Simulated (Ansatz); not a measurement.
`O[SiH2]O[SiH](O)O`. Charge 0, multiplicity 1.

Z-matrix (Å, degrees):
```
Si
O 1 1.620
O 1 1.657 2 106.2
H 1 1.485 2 111.1 3 -118.7
H 1 1.481 2 109.1 3 119.0
Si 2 1.643 1 139.9 3 6.5
H 3 0.958 1 118.5 2 -148.2
O 6 1.633 2 108.2 1 -17.7
O 6 1.626 2 111.4 1 -138.7
H 6 1.471 2 108.4 1 105.6
H 8 0.964 6 115.0 2 17.7
H 9 0.959 6 117.7 2 79.2
```

**Question.** Give the diagnostics of a CCSD(T)/def2-TZVPP run (frozen core, Ansatz). (Best estimate.)

**Answer.** Computed: T1 = 0.0117, largest single amplitude 0.012, largest double 0.015, (T) share of the correlation energy 3.3 %, 9 CCSD cycles. The RHF solution is stable towards an unrestricted one. T1 lies under the customary mark of 0.02 for closed shells.
